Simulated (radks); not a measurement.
Spherical jellium clusters: N electrons in a uniform positive sphere of charge N and radius rs N^(1/3), rs = 5.47 bohr. Method: non-relativistic Kohn-Sham, LDA (Slater exchange, Perdew-Wang correlation), spin-polarised, spherical densities; computed with a radial shooting solver with Libxc functionals. Levels are named by radial order and angular momentum (1s, 1p, 1d, 2s, ...), and open shells are averaged over m.

N = 5, configuration 1s2 1p(up 3, down 0). This is the lowest configuration that the search found. Occupied and some empty levels:

level,occupation,eigenvalue (eV),<r> (bohr)
1s up,1,-3.2830,6.372
1s down,1,-2.7802,6.403
1p up,3,-2.4148,7.648
1p down,0,-1.9218,7.930
1d up,0,-1.3543,8.938
2s up,0,-0.97972,9.224
1d down,0,-0.94003,9.500
2s down,0,-0.73540,9.943
1f up,0,-0.25989,10.90

Energy (eV): total -8.21082, kinetic 5.4232, external -86.166, Hartree 42.756, exchange-correlation -13.862, background 43.638.
